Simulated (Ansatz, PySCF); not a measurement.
System: CHO, net charge 1, singlet state. It need not be the lowest isomer of its formula. SMILES: [O+]#C
Coordinates optimised at B3LYP-D3(BJ)/def2-TZVP (Ansatz, a first-principles code):
```xyz
3

C      0.0000     0.0000    -0.5143
O      0.0000     0.0000     0.5871
H      0.0000     0.0000    -1.6107
```
Charge +1, spin multiplicity 1.

Property: vertical ionisation energy (to the doublet state of charge +2; each state is the SCF solution reached for its spin), in eV. Cores are frozen in the correlated levels unless marked. UHF or UKS for open shells. Spin-orbit coupling is left out. Non-relativistic. CBS marks a two-point X^-3 extrapolation of the correlation energy; Hartree-Fock from the larger set.

```tsv
level	program	vertical ionisation energy (eV)
r2SCAN/def2-TZVPD	Ansatz	26.71
B3LYP/def2-TZVPD	Ansatz	26.78
BHLYP/def2-TZVPD	Ansatz	26.29
wB97M-V/def2-TZVPD	Ansatz	26.58
wB97X-V/def2-TZVPD	Ansatz	26.65
CCSD/aug-cc-pVDZ	Ansatz	26.54
CCSD/def2-SVPD	Ansatz	26.66
CCSD/aug-cc-pVQZ	Ansatz	26.69
CCSD/CBS(aug-cc-pVTZ,aug-cc-pVQZ)	Ansatz	26.73
CCSD/CBS(def2-TZVPPD,def2-QZVPPD)	Ansatz	26.72
CCSD(T)/def2-SVPD	Ansatz	26.79
CCSD(T)/aug-cc-pVTZ	Ansatz	26.81
CCSD(T)/def2-TZVPPD	Ansatz	26.80
CCSD(T)/def2-QZVPPD	Ansatz	26.86
CCSD(T)/CBS(aug-cc-pVTZ,aug-cc-pVQZ)	Ansatz	26.92
```

For comparison, minus the highest occupied orbital energy (PySCF): 21.47 eV at M06-L/def2-TZVPD, 26.76 eV at HF/def2-TZVPD, 23.03 eV at PW6B95/def2-TZVPD.
